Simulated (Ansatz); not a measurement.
Consider the substitution at a C–Sn bond: `[NH2][SnH]([OH])[CH]=O` + `[SiH3]S` → `O=CS[SiH3]` + `[NH2][SnH2][OH]`.

Calculated with Ansatz (gas phase, PBE0-D4/def2-TZVP geometries, no zero-point term in ΔE). CBS: MP2 limit from def2 TZ/QZ plus the TZ coupled-cluster correction, frozen cores. Functionals use def2-TZVPP. Elements past krypton have def2 core potentials. For Sn outer-core shells are correlated without core-valence functions, which leaves a few kJ/mol of doubt a bond. Each species was taken in one conformer, which may not be the lowest.

(1) Is it downhill or uphill in electronic energy at CCSD(T)/CBS, and by how much? (An estimate is asked.)

(2) What do these levels give: revPBE-D4, PBE0-D4, PBE, PBE0, r2SCANh, CCSD/def2-SVP? (Estimate.)

Largest T1 diagnostic among the species: 0.017.

Results:

(1) The calculation gave: Downhill: ΔE = -0.25 eV.

(2) The calculation gave: revPBE-D4 -0.38, PBE0-D4 -0.35, PBE -0.36, PBE0 -0.34, r2SCANh -0.38, CCSD/def2-SVP -0.29 eV.

Leaving LDA and LC-ωPBE aside and taking each functional with its dispersion term where it has one, the values, not all of them listed here, spread over 0.14 eV, from B97M-V to BHLYP-D4. LDA lies −0.13 eV from PBE without D4. At CCSD(T), def2-SVP lies −0.07 eV from the extrapolated value and def2-TZVPP −0.00 eV.
